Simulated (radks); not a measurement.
The numbers below are computed, except where a source is named.
Initial-state core-level shifts of the chromium ion Cr3+ when its valence configuration changes from [Ar] 3d3. Level of theory: scalar-relativistic Kohn-Sham, PBE, spin-polarised, spherical densities, point nucleus; open shells are filled with parallel spins first (a radial shooting solver on a logarithmic mesh with Libxc functionals). Shifts are changes of the shell-averaged eigenvalues in eV (positive: less bound).

| valence | 2s | 2p | 3s | 3p |
|---|---|---|---|---|
| 3d2 4p1 | -11.164 | -11.056 | -9.037 | -8.732 |
| 3d1 4s2 | -21.416 | -21.218 | -16.516 | -15.928 |
| 3d1 4p2 | -23.322 | -23.100 | -18.366 | -17.746 |
| 3d1 4s1 4p1 | -22.305 | -22.093 | -17.365 | -16.760 |
| 3d2 4s1 | -10.103 | -10.003 | -7.970 | -7.679 |
| 3d2.5 4s0.5 | -4.909 | -4.860 | -3.922 | -3.778 |
| 3d0.5 4s2 4p0.5 | -27.970 | -27.717 | -21.374 | -20.630 |
| 3d2.5 4p0.5 | -5.450 | -5.397 | -4.470 | -4.320 |
| 4s1 4p2 | -35.442 | -35.117 | -26.944 | -26.033 |
